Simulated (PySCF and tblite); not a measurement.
Values are calculated unless marked as measured or tabulated.
C₈H₁₃ClO, numbered as in [CH3:1][O:2][C@@H:3]1[CH2:4][C@H:5]2[CH2:6][CH2:7][C@@H:8]1[C@@H:9]2[Cl:10]. Level: PBE0-D3(BJ)/6-31G*//GFN2-xTB, thermal terms from GFN2-xTB, symmetry numbers and mirror pairs counted. Conformers within 2.5 kcal/mol (GFN2-xTB free energy) were kept, 6 at most. GIAO shieldings: PBE0/6-31G*. Shifts are against TMS (¹H), TMS (¹³C) at the same level. Programs: PySCF with density fitting and tblite.

Torsions listed: C1–O2–C3–C4. The 5-ring runs over atoms 3–4–5–9–8. The 5-ring runs over atoms 5–6–7–8–9.

```tsv
conformer	shape	point group	mirror pair	ΔE(DFT)	Δ(G−E) at 250 K	δ C8 (ppm)
1	5-ring envelope (ring torsions 35, -57, 58, -37, 1°); 5-ring envelope (ring torsions 2, 33, -53, 54, -35°); -167°	C1	no	0.00	0.00	44.8
2	5-ring envelope (ring torsions 36, -58, 58, -36, 0°); 5-ring envelope (ring torsions 0, 34, -54, 54, -35°); -80°	C1	no	0.59	0.04	50.2
```

Energies in kcal/mol; the thermal term leaves out symmetry numbers and mirror images.

Q: Work out the weights at 250 K and the ¹³C shift of C8 under fast exchange.

A: RT = 0.497 kcal/mol. Each conformer gets RT ln(σ/g), with σ the rotational symmetry number and g = 2 for a mirror pair: 1: σ = 1, g = 1, G = 0.00 + 0.00 + 0.00 = 0.00, 0.00 above the lowest, exp(−ΔG/RT) = 1.000; 2: σ = 1, g = 1, G = 0.59 + 0.04 + 0.00 = 0.63, 0.63 above the lowest, exp(−ΔG/RT) = 0.281. The sum is 1.281, so the weights are 78.1, 21.9 %. The averaged shift is 46.0 ppm. At 298.15 K it is 46.2 ppm. At 298.15 K the leading conformer alone gives 44.8 ppm and bare DFT energies give 46.3 ppm.
